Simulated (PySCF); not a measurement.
## Computed structure and properties of [Tb(PH3)]3+

System: [Tb(PH3)]3+ (singlet in the valence; each metal's 4f electrons, 8 of them, lie in its core potential, out of spins and levels); start: template (C3v). Method: PySCF 2.14.0, RKS PBE0, Tb lcecp-1-SVP with ECP54, P def2-SVP, H def2-SVP; non-relativistic Hamiltonian with scalar-relativistic core potentials where named; density fitting; no spin-orbit coupling.

Input of the relaxation:

```python
mol = gto.M(atom='''
Tb     0.00000     0.00000    -0.52269
P      0.00000     0.00000     2.37731
H      1.21001    -0.00000     3.12051
H     -0.60500     1.04790     3.12051
H     -0.60501    -1.04789     3.12051''',
    basis={'Tb': 'lcecp-1-SVP', 'P': 'def2-SVP', 'H': 'def2-SVP'},
    ecp={'Tb': 'lcecp-1-SVP'},
    charge=3, spin=0)
mf = dft.RKS(mol, xc='PBE0')
mf.grids.atom_grid = (50, 194)  # f atoms: unpruned, at least (60, 302)
mf = mf.density_fit()  # fitting sets: Tb AutoAux, P def2-universal-JKFIT, H def2-universal-JKFIT
mf.conv_tol = 1e-08; mf.max_cycle = 55
mf.kernel(dm0)  # dm0: converged density of the start geometry
# quasi-Newton relaxation in Cartesian coordinates to a largest gradient under 0.00045 Eh/bohr, steps kept in the point group
```

Run from Python with OMP_NUM_THREADS=2; the lines above give its settings. Where DIIS fails, smearing, a level shift and second-order steps follow.
It took 17 s on 2 threads of Arm Neoverse V1, on a shared host, from the converged density of the start.

Course of the relaxation:

| step | energy above end (eV) | largest force component within the symmetry (eV/Å) |
| --- | --- | --- |
| 0 | 0.2875 | 1.221 |
| 1 | 0.0632 | 0.990 |
| 2 | 0.0087 | 0.392 |
| 3 | 0.0011 | 0.102 |
| 4 | 0.0000 | 0.027 |
| 5 | 0.0000 | 0.021 |

Relaxed geometry (C3v):

```xyz
5

Tb    0.0000    0.0000   -0.3990
P     0.0000    0.0000    2.5134
H     1.3295    0.0000    3.0339
H    -0.6647    1.1514    3.0339
H    -0.6647   -1.1514    3.0339
```

```
     contact      Å
Tb1–P2 (PH3)  2.912
```

On the finer grid (75, 302):

* HOMO: -24.25 eV
* LUMO: -19.60 eV
* Dipole about the centre of mass: 2.92 D
* Set of Mulliken populations of Tb1 outside the core potential: s 2.19, p 6.06, d 0.44, f 0.01
* D3(BJ) dispersion energy (not in the energies): -0.123 eV

| atom | Mulliken (e) | Löwdin (e) | spin (e) |
| --- | --- | --- | --- |
| Tb1 | 2.30 | 2.11 | 0.00 |
| P2 | -0.05 | 0.55 | 0.00 |
| H3 | 0.25 | 0.11 | 0.00 |
| H4 | 0.25 | 0.11 | 0.00 |
| H5 | 0.25 | 0.11 | 0.00 |

The 4f levels lie in the core potential and are missing. Their spin isn't counted.

On the grid (50, 194), as all that follows. Harmonic modes: a minimum; lowest 216 cm⁻¹ (negative: unstable), highest 2424 cm⁻¹, zero-point energy 0.697 eV.

Taking off one PH3 (charge 0, singlet; the rest: singlet) in vacuum, both parts rigid, costs 5.70 eV; the small basis without counterpoise inflates it. Parting with an electron moved from the ligand to the metal can be far cheaper, even downhill.

Rigid scan of PH3 along the line from its metal:

| distance to P2 (Å) | energy (eV) |
| --- | --- |
| 2.61 | 0.304 |
| 2.71 | 0.119 |
| 2.81 | 0.025 |
| 2.91 | 0.000 |
| 3.01 | 0.024 |
| 3.11 | 0.082 |
| 3.31 | 0.261 |

One start shape was tried, so this needn't be the lowest isomer.

An lcecp potential fixes the number of 4f electrons, so in runs with it no electron can move into or out of that shell.
